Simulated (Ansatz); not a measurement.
`[CH3][Al]([OH])[F]` and `C[CH2][Al]([CH3])[OH]` differ in one atom or group.

Ansatz, PBE0-D4/def2-TZVP geometries, multiplicity 1. Each molecule was computed in one conformer, which needn't be the lowest.

| property | `[CH3][Al]([OH])[F]` |
| --- | --- |
| LUMO energy (PBE0/def2-TZVPP) / eV | -0.25 |
| HOMO–LUMO gap (PBE/def2-TZVPP) / eV | 6.45 |
| HOMO energy (PBE0/def2-TZVPP) / eV | -8.93 |
| HOMO–LUMO gap (ωB97M-V/def2-TZVPP) / eV | 12.47 |
| LUMO energy (ωB97M-V/def2-TZVPP) / eV | 1.25 |
| size of the dipole moment (ωB97M-V/def2-TZVPP) / D | 0.62 |

Problem. What does the change do to each property? (An estimate is asked.)

Solution. Ansatz gave: 
```tsv
property	`C[CH2][Al]([CH3])[OH]`	shift
LUMO energy (PBE0/def2-TZVPP) / eV	0.06	0.31
HOMO–LUMO gap (PBE/def2-TZVPP) / eV	5.24	-1.21
HOMO energy (PBE0/def2-TZVPP) / eV	-7.24	1.69
HOMO–LUMO gap (ωB97M-V/def2-TZVPP) / eV	11.01	-1.46
LUMO energy (ωB97M-V/def2-TZVPP) / eV	1.55	0.30
size of the dipole moment (ωB97M-V/def2-TZVPP) / D	1.31	0.69
```

With PBE0 the HOMO rises by 1.69 eV and the LUMO rises by 0.31 eV, so the gap narrows by about 1.38 eV. PBE moves the HOMO by 1.58 eV and ωB97M-V by 1.77 eV. Dipoles are sizes alone; their direction can turn.
